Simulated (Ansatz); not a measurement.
```yaml
crystal:
  periodic: [false, false, false]
  atoms:
    - {symbol: Ge, position_ang: [-0.233269, 0.657006, 0.707725]}
    - {symbol: H, position_ang: [0.379979, 1.419083, 1.161590]}
    - {symbol: H, position_ang: [-0.822307, 1.318469, 0.096859]}
    - {symbol: H, position_ang: [-0.767726, 0.296656, 1.543117]}
    - {symbol: N, position_ang: [0.463565, -0.076984, 0.130900]}
    - {symbol: Ge, position_ang: [0.089306, -0.710412, -0.900279]}
    - {symbol: H, position_ang: [0.970958, -1.001432, -1.243047]}
    - {symbol: H, position_ang: [-0.441647, -0.023962, -1.473545]}
    - {symbol: H, position_ang: [-0.492462, -1.598177, -0.583596]}
    - {symbol: H, position_ang: [0.850139, -0.385755, 0.441597]}
basis:
  gaussian: {orbitals: cc-pVDZ}
hamiltonian: {xc: {name: PBE}, dispersion: d4}
scf: {lower_state_search: off}
```

```sh
$ ansatz run in.yaml --threads 4 --pin off --events-out ev --progress --plain --max-ram 3916MiB
```

It prints (some lines left out):

```
Functional definition: PBE
1354 factors; their error is unknown
mean field evaluation 1: about -114523.4163 eV, gradient 1.1e2 eV
mean field evaluation 2: about -114461.1533 eV, gradient 1.9e2 eV
mean field evaluation 4: about -114544.2971 eV, gradient 8.3e0 eV
mean field evaluation 8: about -114544.4156 eV, gradient 2.6e-1 eV
mean field evaluation 16: about -114544.3951 eV, gradient 5.7e-5 eV
mean field -114544.39511158 eV, -4209.4288793710 hartree, gradient 4.1e-6 eV, S^2 0.000000; 0 other end points of the search recorded, 0 dependent functions left out
reference -114544.39514606 eV, -4209.4288806381 hartree; 39, 39 occupied and 64, 64 virtual orbitals, 1354 factors
Total energy: -114544.64759978 eV, -4209.4381581411 hartree
Checks for a lower state left out: stability, starts, cluster_reference, orbital_swaps, neighbouring_geometries, increment
```

In this input the geometry is squeezed to about two thirds of its size. The calculation finished and met its thresholds. The result belongs to that input, not to the species as meant.
